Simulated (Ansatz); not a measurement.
CH4BClO, SMILES `OBCCl`, relaxed with RKS PBE0-D4/def2-TZVP in Ansatz from a PBE-D4/def2-SVP geometry. The force threshold is 0.005 eV/Å; the program also tests the step.

The species carries charge 0 and has multiplicity 1.

Start:

```xyz
8

O     0.529   -1.327    0.951
B    -0.472   -0.577    0.447
C    -0.185    0.673   -0.488
Cl    1.598    0.905   -0.759
H     1.392   -0.965    0.639
H    -1.617   -0.883    0.735
H    -0.581    1.609   -0.042
H    -0.665    0.566   -1.483
```

**Question.** By how much does the energy fall, and how many steps does the optimiser take? (An estimate is asked.)

**Answer.** Computed: 3.52 kJ/mol, in 6 steps.

**Question.** Which bonds change most? (Estimate.)

**Answer.** Computed: C3–Cl4 from 1.818 to 1.791 Å; B2–H6 from 1.220 to 1.198 Å; O1–H5 from 0.987 to 0.969 Å; C3–H7 from 1.110 to 1.092 Å.

**Question.** Give the relaxed structure. (An estimate is asked.)

**Answer.** Ansatz gave: 
```xyz
8

O     0.522   -1.325    0.945
B    -0.464   -0.569    0.444
C    -0.182    0.673   -0.485
Cl    1.566    0.935   -0.773
H     1.390   -1.002    0.660
H    -1.595   -0.856    0.718
H    -0.580    1.592   -0.048
H    -0.657    0.553   -1.461
```
